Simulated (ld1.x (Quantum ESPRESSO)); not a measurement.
## Ranking TM potentials for silicon

All share these settings but for the change named:

ld1.x (Quantum ESPRESSO) 7.5 input, shortened:

```
&input
   title='Si', zed=14., rel=1, dft='BLYP', iswitch=3,
   config='[Ne] 3s2 3p2'
 /
 &inputp
   pseudotype=2, tm=.true., lloc=0,
   nlcc=.true., new_core_ps=.true., rcore=1.10
 /
2
3P  2  1   2.00   0.00  1.50  1.50  0.0
3S  1  0   2.00   0.00  1.40  1.40  0.0
 &test
   configts(1)='3s2 3p2'
 /
```

Cutoff: the first of the cutoffs (Ry, on a coarse ladder) from which the occupation-weighted sum of valence levels, in a spherical-Bessel basis at the reference potential, stays within 10 and 1 mRy of its value at 400 Ry; the density cutoff is not measured.

The base gives 35 Ry.

Of 9 variants that were run, those that failed, showed a ghost or another fault, or gave nearly equal values are left out.

A variant can come out equal or close to the base.

(1) Rank these variants from softest to hardest (loose cutoff).
A. non-relativistic
B. all radii but the core radius scaled by about 0.86 (s 1.20, p 1.28 bohr)
C. reference 3s1 3p0

Results:

(1) C (30 Ry), A (35 Ry), B (80 Ry).
